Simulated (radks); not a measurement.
Question: Spherical quantum dot in the effective-mass picture: electrons in a parabolic well V = omega^2 r^2 / 2 with omega = 0.0867, with a point charge +2 (a donor) at the centre, all in effective atomic units (hartree* = m*/eps^2 hartree, bohr* = eps/m* bohr), one dielectric constant everywhere. Method: non-relativistic Kohn-Sham, exchange-only LDA, spin-polarised, spherical densities; computed with a radial shooting solver with Libxc functionals. Levels are named by radial order and angular momentum (1s, 1p, 1d, 2s, ...), and open shells are averaged over m. At N = 10 the configuration is 1s2 1p6 2s2. Does electron 11 go into 1d up or 1f up?

Answer: Into 1d up. The total energies of the other choices lie higher by 0.0412 hartree* (1f up).
